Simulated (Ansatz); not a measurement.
System: CTe₂ (charge 0, singlet). 
Coordinates optimised at B3LYP-D3(BJ)/def2-TZVP (Ansatz, a program for electronic structure):
SMILES: [Te]=C=[Te]
```xyz
3

C      0.0000     0.0000     0.0000
Te     0.0000     0.0000    -1.9033
Te     0.0000     0.0000     1.9033
```
Charge 0, spin multiplicity 1.

Total electronic energies in hartree. Valence correlation only, unless marked. No spin-orbit coupling. Frozen are the shells of the preceding noble gas and the d and f shells that filled before the atom's block. In def2 rows, elements after Kr have scalar-relativistic effective core potentials. STO-3G rows are all-electron and non-relativistic. Basis-set limits of correlation are two-point, X^-3; Hartree-Fock from the larger set. [CCSD(T)-MP2]/basis is that difference in the basis named.

The Hartree-Fock reference is unstable (checked in the largest basis), which strains HF and MP2. The T1 diagnostic of CCSD in the largest basis is 0.028, which is high, so the coupled-cluster rows are less sure than usual.

```
level                                                                 program   energy (Eh)
-------------------------------------------------------------  --------------  ------------
HF/def2-QZVPPD                                                         Ansatz    -571.82289
SVWN5/def2-TZVPD                                                       Ansatz           [?]
PBE0/def2-TZVPD                                                        Ansatz    -574.09962
HSE06-D3(BJ)/def2-TZVPD                                        Ansatz + dftd3    -574.09895
HSE06/def2-TZVPD                                                       Ansatz    -574.09557
MP2/CBS(def2-TZVPPD,def2-QZVPPD)                                       Ansatz     -572.3196
CCSD(T)/STO-3G                                                         Ansatz  -13131.77898
RI-MP2/CBS(def2-TZVPPD,def2-QZVPPD)+[CCSD(T)-MP2]/def2-TZVPPD          Ansatz     -572.3541
CCSD(T)/CBS(def2-TZVPPD,def2-QZVPPD)                                   Ansatz     -572.3500
```

What belongs in the gaps?


- SVWN5/def2-TZVPD, energy (Eh): -573.03698
